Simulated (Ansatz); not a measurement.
Calculated with Ansatz (gas phase, PBE0-D4/def2-TZVP geometries, no zero-point term in ΔE). CBS: MP2 limit from def2 TZ/QZ plus the TZ coupled-cluster correction, frozen cores. This one scheme is used for every species. For Ge outer-core shells are correlated without core-valence functions, which leaves a few kJ/mol of doubt a bond. Scalar relativity is left out up to krypton. Each species was taken in one conformer, which may not be the lowest.

Consider the formal hydrolysis of the Si–Ge bond: `F[SiH]([AlH2])[GeH3]` + H₂O → `O[SiH](F)[AlH2]` + GeH₄.

| species | CCSD(T)/CBS(def2) energy (Eh) |
| --- | --- |
| `F[SiH]([AlH2])[GeH3]` | -2710.63746 |
| H₂O | -76.37941 |
| `O[SiH](F)[AlH2]` | -708.55508 |
| GeH₄ | -2078.49493 |

Task: Work out ΔE.

Result: ΔE = (-708.55508) + (-2078.49493) − (-2710.63746) − (-76.37941) = -0.03314 Eh = -0.90 eV.

Largest T1 diagnostic among the species: 0.012.

Leaving LDA and LC-ωPBE aside and taking each functional with its dispersion term where it has one, the values, not all of them listed here, spread over 0.30 eV, from CAM-B3LYP-D4 to PBE-D4. LDA lies −0.06 eV from PBE without D4. At CCSD(T), def2-SVP lies −0.05 eV from the extrapolated value and def2-TZVPP −0.05 eV.
